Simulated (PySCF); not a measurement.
Precursor series W Cl-OH. All species are isolated molecules in the gas phase. One relaxed conformer stands for each flexible species; it need not be the lowest.

Calculation: PBE-D3(BJ)/def2-TZVP // BP86-D3(BJ)/def2-SVP (PySCF). All candidates: neutral, multiplicity 1. 

```json
{
  "HOMO": "-7.28 eV",
  "HOMO–LUMO gap": "2.27 eV",
  "LUMO": "-5.02 eV"
}
```

Question: Which member has these values?
A. [W(Cl)6]
B. [W(Cl)4(OH)2]
C. [W(Cl)3(OH)3]
D. [W(OH)6]

Answer: C, [W(Cl)3(OH)3]. The others give [W(OH)6]: -7.13 eV, 3.65 eV, -3.47 eV; [W(Cl)6]: -7.85 eV, 2.10 eV, -5.76 eV; [W(Cl)4(OH)2]: -7.13 eV, 1.94 eV, -5.19 eV
